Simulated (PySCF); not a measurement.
# Electron correlation in As⁺ (arsenic, charge +1)

[Ar] 3d10 4s2 4p2, high-spin 3P determinant. Calculation: PySCF 2.14, in x2c-QZVPPall; the spin-free X2C one-electron Hamiltonian (Gaussian nucleus). Frozen: [Ar] 3d10; 4 electrons correlated.

| level | correlation energy (mhartree) |
| --- | --- |
| CCSD | -71.51 |
| (T) | -1.85 |
| CCSD(T) | -73.36 |

Diagnostics: T1 = 0.0077, D1 = 0.0196, largest double amplitude 0.090.

Cost of the coupled-cluster step: of the order of 18 core-seconds, for 4 correlated electrons.

Iterations:

```
CC2 = 0
CCSD nocc = (np.int64(3), np.int64(1)), nmo = (83, 83)
frozen orbitals [[0, 1, 2, 3, 4, 5, 6, 7, 8, 9, 10, 11, 12, 13], [0, 1, 2, 3, 4, 5, 6, 7, 8, 9, 10, 11, 12, 13]]
max_cycle = 100
direct = 0
conv_tol = 1e-08
conv_tol_normt = 1e-06
diis_space = 8
diis_start_cycle = 0
Init t2, MP2 energy = -0.0577888792992379
Init E_corr(UCCSD) = -0.0577888793288803
cycle = 1  E_corr(UCCSD) = -0.0673935059753427  dE = -0.00960462665  norm(t1,t2) = 0.0407054
cycle = 2  E_corr(UCCSD) = -0.0700091885069228  dE = -0.00261568253  norm(t1,t2) = 0.0151848
cycle = 3  E_corr(UCCSD) = -0.0715192137211325  dE = -0.00151002521  norm(t1,t2) = 0.0067122
cycle = 4  E_corr(UCCSD) = -0.0715022110558667  dE = 1.70026653e-05  norm(t1,t2) = 0.00107876
cycle = 5  E_corr(UCCSD) = -0.0715086137873082  dE = -6.40273144e-06  norm(t1,t2) = 0.000134496
cycle = 6  E_corr(UCCSD) = -0.0715070292030659  dE = 1.58458424e-06  norm(t1,t2) = 2.35666e-05
cycle = 7  E_corr(UCCSD) = -0.0715076627472132  dE = -6.33544147e-07  norm(t1,t2) = 3.71902e-06
cycle = 8  E_corr(UCCSD) = -0.0715075401527089  dE = 1.22594504e-07  norm(t1,t2) = 6.6087e-07
cycle = 9  E_corr(UCCSD) = -0.0715075486803555  dE = -8.52764653e-09  norm(t1,t2) = 1.27879e-07
UCCSD converged
E(UCCSD) = -2258.812891615133  E_corr = -0.07150754868035546
UCCSD(T) correction = -0.00184980622033106
```
